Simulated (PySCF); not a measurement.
UHF on Ar (argon, neutral)

Configuration: [Ar], closed-shell 1S. Calculation: PySCF 2.14, in def2-TZVP (5s5p2d1f, 37 functions); no relativity, point nucleus.

| Item | Value |
| --- | --- |
| Total energy | -526.802760 hartree |
| One-electron energy | -728.2268 hartree |
| Hartree (Coulomb) energy | 231.6105 hartree |
| Exchange energy | -30.1864 hartree |
| Kinetic energy | 526.78803 hartree |
| ⟨S²⟩ | 0.0000 |
| ⟨L²⟩ | 0.000 |
| Sum of ⟨r⟩ | 16.06 bohr |
| Sum of ⟨r²⟩ | 25.95 bohr² |
| Density at the nucleus (Gaussians lack the cusp) | 3700 bohr⁻³ |
| Langevin diamagnetic susceptibility | -20.6 ×10⁻⁶ cm³/mol |
| Time after the integrals | 0.08 s of wall time on 1 thread of Neoverse-V1 (shared host) |

```json
{"shell": "1s", "electrons": "2", "mean orbital energy (eV)": "-3227.5", "rms radius, mean of both spins (bohr)": "0.0998"}
{"shell": "2s", "electrons": "2", "mean orbital energy (eV)": "-335.30", "rms radius, mean of both spins (bohr)": "0.449"}
{"shell": "2p", "electrons": "6", "mean orbital energy (eV)": "-260.45", "rms radius, mean of both spins (bohr)": "0.418"}
{"shell": "3s", "electrons": "2", "mean orbital energy (eV)": "-34.737", "rms radius, mean of both spins (bohr)": "1.53"}
{"shell": "3p", "electrons": "6", "mean orbital energy (eV)": "-16.052", "rms radius, mean of both spins (bohr)": "1.82"}
```
